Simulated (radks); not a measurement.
Valence configurations of Gd2+ (all share [Xe]). Method: scalar-relativistic Kohn-Sham, PBE, spin-polarised, spherical densities, finite nucleus; open shells are filled with parallel spins first (spin-orbit coupling, left out, can overturn this in heavy ions); Fermi nuclear charge, rms radius 5.1569 fm; computed with a radial shooting solver on a logarithmic mesh with Libxc functionals. Energies are relative to 4f7 5d1; eigenvalues in eV for spin up.

| valence | E (eV) | moment (Bohr magnetons) | e(4f) | e(5d) | e(6p) | e(6s) |
|---|---|---|---|---|---|---|
| 4f8 | -1.416 | 6 | -18.017 | - | - | - |
| 4f7 5d1 | 0.000 | 8 | -24.301 | -15.772 | - | - |
| 4f7 5d0.5 6s0.5 | 0.252 | 8 | -25.620 | -16.644 | - | -16.018 |
| 4f7 6p1 | 5.218 | 8 | -28.160 | - | -12.748 | - |
| 4f6.5 5d1 6p0.5 | 7.700 | 8 | -29.605 | -17.997 | -12.122 | - |
| 4f6 5d2 | 11.067 | 8 | -31.129 | -17.512 | - | - |
| 4f6 5d1 6s1 | 12.647 | 8 | -34.009 | -19.387 | - | -17.542 |
| 4f6 6s2 | 15.881 | 6 | -37.059 | - | - | -18.271 |
| 4f6 5d1 6p1 | 17.574 | 8 | -35.180 | -20.253 | -13.226 | - |
| 4f5 5d3 | 27.547 | 8 | -38.527 | -19.197 | - | - |

NIST lists [Xe] 4f7 5d1 as the ground configuration; this level of theory puts 4f8 lower, by 1.416 eV. The energies are those of spherical high-spin densities, not of single terms.
